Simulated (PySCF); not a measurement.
C₃H₉Sb, triplet, at the geometry of the source list (a higher spin typed on purpose: for a closed-shell molecule this is an excited state) (all electrons, no relativity), with bond 13-10 at 1.8 times its length; PBE0/STO-3G (PySCF).

The PySCF input:
```python
from pyscf import gto, scf, dft

mol = gto.M(
    atom='''
Sb   -0.00200000    0.01770000    1.22880000
C     0.18730000   -1.81640000    0.08130000
H     0.84370000   -2.51580000    0.59200000
H     0.59880000   -1.58780000   -0.89860000
H    -0.79230000   -2.27250000   -0.03440000
C     1.46900000    1.08240000    0.04220000
H     2.46560000    0.71800000    0.26500000
H     1.42780000    2.14210000    0.26600000
H     1.25900000    0.93180000   -1.01090000
C    -1.65400000    0.73500000    0.01980000
H    -2.56070000    0.20220000    0.28500000
H    -1.43260000    0.56960000   -1.02890000
H    -1.93390000    2.64066000    0.33102000
''',
    basis='sto-3g',
    spin=2,
    verbose=4,
)

mf = dft.UKS(mol)
mf.xc = 'pbe0'
mf.kernel()
mo_i, mo_e, stable_i, stable_e = mf.stability(internal=True, external=False, return_status=True, nroots=6, tol=1e-6)
print('internally stable:', stable_i, ' externally stable:', stable_e)
if not stable_i:
    umf = mf.copy()
    umf.scf_summary = {}
    umf.kernel(umf.make_rdm1(mo_i, mf.mo_occ))
```

### Question
What does PySCF print? Leave out banner, timings and long lists.

### Answer

```
PySCF version 2.14.0

[INPUT] verbose = 4
[INPUT] num. atoms = 13
[INPUT] num. electrons = 78
[INPUT] charge = 0
[INPUT] spin (= nelec alpha-beta = 2S) = 2
[INPUT] symmetry False subgroup None
[INPUT] Mole.unit = angstrom
[INPUT] Symbol           X                Y                Z      unit          X                Y                Z       unit  Magmom
[INPUT]  1 Sb    -0.002000000000   0.017700000000   1.228800000000 AA   -0.003779452249   0.033448152405   2.322095461866 Bohr   0.0
[INPUT]  2 C      0.187300000000  -1.816400000000   0.081300000000 AA    0.353945703131  -3.432498532660   0.153634733927 Bohr   0.0
[INPUT]  3 H      0.843700000000  -2.515800000000   0.592000000000 AA    1.594361931296  -4.754172984181   1.118717865743 Bohr   0.0
[INPUT]  4 H      0.598800000000  -1.587800000000  -0.898600000000 AA    1.131568003390  -3.000507140584  -1.698107895534 Bohr   0.0
[INPUT]  5 H     -0.792300000000  -2.272500000000  -0.034400000000 AA   -1.497230008493  -4.294402618074  -0.065006578685 Bohr   0.0
[INPUT]  6 C      1.469000000000   1.082400000000   0.042200000000 AA    2.776007676986   2.045439557229   0.079746442457 Bohr   0.0
[INPUT]  7 H      2.465600000000   0.718000000000   0.265000000000 AA    4.659308732728   1.356823357438   0.500777423010 Bohr   0.0
[INPUT]  8 H      1.427800000000   2.142100000000   0.266000000000 AA    2.698150960654   4.047982331431   0.502667149134 Bohr   0.0
[INPUT]  9 H      1.259000000000   0.931800000000  -1.010900000000 AA    2.379165190827   1.760846802870  -1.910324139323 Bohr   0.0
[INPUT] 10 C     -1.654000000000   0.735000000000   0.019800000000 AA   -3.125607010031   1.388948701555   0.037416577266 Bohr   0.0
[INPUT] 11 H     -2.560700000000   0.202200000000   0.285000000000 AA   -4.839021687174   0.382102622387   0.538571945501 Bohr   0.0
[INPUT] 12 H     -1.432600000000   0.569600000000  -1.028900000000 AA   -2.707221646052   1.076388000552  -1.944339209565 Bohr   0.0
[INPUT] 13 H     -1.933900000000   2.640660000000   0.331020000000 AA   -3.654541352296   4.990124188094   0.625537141754 Bohr   0.0

nuclear repulsion = 376.272166350308
number of shells = 29
number of NR pGTOs = 153
number of NR cGTOs = 51
basis = sto-3g
ecp = {}

******** <class 'pyscf.dft.uks.UKS'> ********
method = UKS
initial guess = minao
damping factor = 0
level_shift factor = 0
DIIS = <class 'pyscf.scf.diis.CDIIS'>
diis_start_cycle = 1
diis_space = 8
diis_damp = 0
SCF conv_tol = 1e-09
SCF conv_tol_grad = None
SCF max_cycles = 50
direct_scf = True
direct_scf_tol = 1e-13
number electrons alpha = 40  beta = 38
XC library pyscf.dft.libxc version 7.1.2
    S. Lehtola, C. Steigemann, M. J. T. Oliveira, and M. A. L. Marques,  SoftwareX 7, 1–5 (2018)
XC functionals = pbe0
    C. Adamo and V. Barone,  J. Chem. Phys. 110, 6158 (1999)
    M. Ernzerhof and G. E. Scuseria,  J. Chem. Phys. 110, 5029 (1999)
radial grids:
    Treutler-Ahlrichs [JCP 102, 346 (1995); DOI:10.1063/1.469408] (M4) radial grids

becke partition: Becke, JCP 88, 2547 (1988); DOI:10.1063/1.454033
pruning grids: <function nwchem_prune>
grids dens level: 3
symmetrized grids: False
atomic radii adjust function: <function treutler_atomic_radii_adjust>
small_rho_cutoff = 0
Set gradient conv threshold to 3.16228e-05
tot grids = 152584
init E= -6352.93570411173

cycle= 1 E= -6370.75317816467  delta_E= -17.8  |g|= 0.463  |ddm|=  3.2
cycle= 2 E= -6370.64997159209  delta_E= 0.103  |g|= 0.519  |ddm|= 2.68

cycle= 3 E= -6371.07027496354  delta_E= -0.42  |g|=  0.2  |ddm|= 1.81
cycle= 4 E= -6371.10735155381  delta_E= -0.0371  |g|= 0.0478  |ddm|= 0.429
cycle= 5 E= -6371.11024886805  delta_E= -0.0029  |g|= 0.0221  |ddm|= 0.16
cycle= 6 E= -6371.11072389896  delta_E= -0.000475  |g|= 0.00771  |ddm|= 0.051
cycle= 7 E= -6371.11079894426  delta_E= -7.5e-05  |g|= 0.00145  |ddm|= 0.0233
cycle= 8 E= -6371.11080389944  delta_E= -4.96e-06  |g|= 0.000748  |ddm|= 0.0066
cycle= 9 E= -6371.11080463667  delta_E= -7.37e-07  |g|= 0.000329  |ddm|= 0.00244
cycle= 10 E= -6371.11080481257  delta_E= -1.76e-07  |g|= 6.86e-05  |ddm|= 0.00106
cycle= 11 E= -6371.11080482236  delta_E= -9.79e-09  |g|= 7.91e-06  |ddm|= 0.000301
cycle= 12 E= -6371.11080482252  delta_E= -1.6e-10  |g|= 2.04e-06  |ddm|= 4.09e-05
Extra cycle  E= -6371.11080482255  delta_E= -2.73e-11  |g|= 9.22e-07  |ddm|= 7.92e-06
converged SCF energy = -6371.11080482255  <S^2> = 2.0052254  2S+1 = 3.0034816
uhf_internal: lowest eigs of H = [0.20204316 0.32349737 0.39700717 0.41705144 0.42680853 0.45022518]
<class 'pyscf.dft.uks.UKS'> wavefunction is stable in the internal stability analysis
internally stable: True  externally stable: None
```
